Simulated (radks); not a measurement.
All-electron atom: Tc XLI in [He] 2s1. All-electron calculation, Dirac Kohn-Sham, PBE, spin-unpolarised, spherical densities, point nucleus; speed of light set to 102.777 atomic units (0.75 times the physical value, a model run). Program: a radial shooting solver on a logarithmic mesh with Libxc functionals.

Normalised radial functions P(r) = r R(r) (large component), r in bohr:

```
   r/bohr * 1s1/2 (the largest magnitude, 4.79, reaches the edge; | marks zero)
 0.001362 |          *
 0.001463 |          *
 0.001585 |           *
 0.001703 |            *
 0.001845 |             *
 0.001983 |              *
 0.002148 |               *
 0.002309 |               *
 0.002481 |                *
 0.002688 |                  *
 0.002888 |                   *
 0.003129 |                    *
 0.003362 |                     *
 0.003642 |                       *
 0.003914 |                        *
  0.00424 |                         *
 0.004557 |                           *
 0.004897 |                            *
 0.005305 |                              *
 0.005701 |                               *
 0.006176 |                                 *
 0.006637 |                                   *
  0.00719 |                                     *
 0.007726 |                                      *
  0.00837 |                                        *
 0.008995 |                                          *
 0.009666 |                                           *
  0.01047 |                                             *
  0.01125 |                                              *
  0.01219 |                                                *
   0.0131 |                                                 *
  0.01419 |                                                   *
  0.01525 |                                                    *
  0.01652 |                                                     *
  0.01775 |                                                     *
  0.01908 |                                                      *
  0.02067 |                                                      *
  0.02221 |                                                      *
  0.02406 |                                                      *
  0.02586 |                                                     *
  0.02801 |                                                    *
   0.0301 |                                                   *
  0.03235 |                                                 *
  0.03505 |                                               *
  0.03766 |                                             *
   0.0408 |                                          *
  0.04384 |                                        *
   0.0475 |                                    *
  0.05104 |                                 *
  0.05529 |                              *
  0.05942 |                           *
  0.06386 |                       *
  0.06917 |                    *
  0.07434 |                 *
  0.08053 |              *
  0.08654 |           *
  0.09375 |         *
   0.1007 |       *
   0.1091 |     *
   0.1173 |   *
    0.126 |  *
   0.1365 | *
   0.1467 | *
    0.159 |*
   0.1708 |*
   0.1851 *
   0.1989 *
   0.2154 *
   0.2315 *
   0.2488 *
   0.2695 *
   0.2896 *
   0.3138 *
   0.3372 *
   0.3653 *
   0.3925 *
   0.4252 *
    0.457 *
```

1s1/2: eigenvalue -25048 eV, 0 radial nodes, <r> = 0.0331 bohr, 90 % of the charge inside 0.0597 bohr.
